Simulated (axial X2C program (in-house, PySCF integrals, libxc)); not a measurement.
Outer orbitals of TeP at 2.255 Å, HF

Calculated with an in-house relativistic program for diatomic molecules. Spin-free means the one-electron spin-free X2C Hamiltonian; two-component (2c) means X2C with spin–orbit coupling and atomic mean-field two-electron Coulomb and Gaunt terms, so the difference of the two also holds small scalar two-electron terms. Basis: Te dyall-cv3z [11s12p8d4f1g], P dyall-v3z [8s7p2d1f] (cores contracted in-house); Gaussian nuclei, density fitting, unrestricted open shells. Masses: Te 129.906 u, P 30.974 u.

The distance is close to the 2c PBE0 minimum; the highest filled and lowest empty levels are listed.

Spin-free orbitals, state M_S = 1/2, Λ = 1 (beyond evenly filled blocks: π+α) (Löwdin shares):

```
symmetry  occupied  ε (eV)             atomic character
      σα       yes  -24.56   54% P s, 29% Te s, 8% Te p
      σβ       yes  -23.64   61% Te s, 21% P s, 10% P p
      σα       yes  -18.48   49% Te s, 24% P s, 14% P p
      σβ       yes  -16.83  49% P s, 22% Te p, 19% Te s
     π+α       yes  -11.77   70% P p, 26% Te p, 2% Te d
      σα       yes  -11.15   44% P p, 41% Te p, 7% Te s
     π-α       yes  -10.81   80% P p, 14% Te p, 4% Te d
      σβ       yes  -10.74   46% P p, 37% Te p, 11% P s
     π-β       yes  -10.04    85% Te p, 11% P p, 3% P d
     π+β       yes  -10.04    85% Te p, 11% P p, 3% P d
     π+α       yes   -7.76    68% Te p, 24% P p, 3% P d
     π-α        no   -0.63    79% Te p, 13% P p, 5% P d
     π-β        no    0.79   79% P p, 10% Te p, 9% Te d
     π+β        no    0.79   79% P p, 10% Te p, 9% Te d
      σα        no    2.40  42% Te p, 23% P p, 16% Te d
```

Spinors with spin–orbit coupling (state Ω = 1/2):

```csv
ω,occupied,ε (eV),atomic character,λ mixture
-1/2,yes,-24.52,"54% P s, 29% Te s, 8% Te p",100% σ
1/2,yes,-23.60,"61% Te s, 21% P s, 10% P p",100% σ
-1/2,yes,-18.47,"49% Te s, 24% P s, 13% P p",100% σ
1/2,yes,-16.78,"49% P s, 22% Te p, 19% Te s",100% σ
1/2,yes,-11.86,"65% P p, 31% Te p","97% π, 3% σ"
-1/2,yes,-11.23,"47% Te p, 39% P p, 6% Te s","89% σ, 11% π"
-3/2,yes,-10.75,"81% P p, 13% Te p, 4% Te d",100% π
1/2,yes,-10.69,"48% P p, 36% Te p, 10% P s","96% σ, 4% π"
-1/2,yes,-10.22,"80% Te p, 15% P p, 3% P d","89% π, 11% σ"
3/2,yes,-9.74,"84% Te p, 12% P p, 3% P d",100% π
1/2,yes,-7.96,"65% Te p, 28% P p, 3% P d","99% π, 1% σ"
-3/2,no,-0.43,"80% Te p, 12% P p, 5% P d",100% π
-1/2,no,0.82,"80% P p, 9% Te d, 9% Te p",100% π
3/2,no,0.84,"78% P p, 11% Te p, 9% Te d",100% π
-1/2,no,2.42,"43% Te p, 23% P p, 16% Te d",100% σ
```

Task: How does the gap between the highest filled and lowest empty level change from the spin-free to the 2c table?

Result: From 7.13 to 7.53 eV at HF, a change of 0.40 eV.

Mulliken charges and populations of the two-component result (they depend on the basis, above all on diffuse functions):

Te 0.10 e (s 9.89 p 21.93 d 20.06 f 0.01), P -0.10 e (s 5.91 p 9.07 d 0.11 f 0.01). ⟨Lz⟩ = 1.00 ħ and ⟨Sz⟩ = -0.50 ħ (0.39 and -0.89 on the two atoms), which add up to Ω.

One determinant describes the state; a PBE0 search over occupations chose it and may have missed a lower one. The determinant is spin-polarised beyond a pure state at some levels (its spin-free form has ⟨S²⟩ too high), which makes Re and μ there less reliable.
